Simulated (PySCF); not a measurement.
SMILES [SiH](Cl)(Cl)/C=C/[SiH](Cl)Cl (C₂H₄Cl₄Si₂), singlet, PBE0/def2-SVP optimised geometry.

```
12

Si     2.22    -0.29    -0.98
Cl     2.90    -2.23    -0.99
Cl     2.90     0.65    -2.68
C      0.36    -0.29    -0.98
C     -0.36     0.29     0.00
Si    -2.22     0.29     0.00
Cl    -2.90    -0.65     1.70
Cl    -2.90     2.23     0.00
H      2.75     0.41     0.21
H     -0.16    -0.78    -1.82
H      0.16     0.78     0.84
H     -2.75    -0.42    -1.19
```

Density from PBE0/def2-TZVP in PySCF at that geometry.

Minimum of the electron density along straight lines between bonded atoms, close to the bond critical point (lines longer than 1.1 times the sum of covalent radii, or with two minima, are not listed):

```csv
bond,length / Å,ρ at the minimum / e bohr⁻³,∇²ρ there / e bohr⁻⁵,position (fraction from the first atom)
Si1–Cl2,2.059,0.099,0.22,0.36
Si1–Cl3,2.059,0.099,0.22,0.36
Si1–C4,1.860,0.127,0.20,0.39
C4–C5,1.345,?,-0.99,0.50
C5–Si6,1.860,0.127,0.20,0.61
Si6–Cl7,2.059,0.099,0.22,0.36
Si6–Cl8,2.059,0.099,0.22,0.36
Si1–H9,1.483,0.127,0.12,0.49
C4–H10,1.100,0.274,-0.94,0.65
C5–H11,1.100,0.274,-0.94,0.65
Si6–H12,1.483,0.127,0.12,0.49
```

**Question.** Complete the blanks.

**Answer.** 
- C4–C5, ρ at the minimum / e bohr⁻³: 0.339
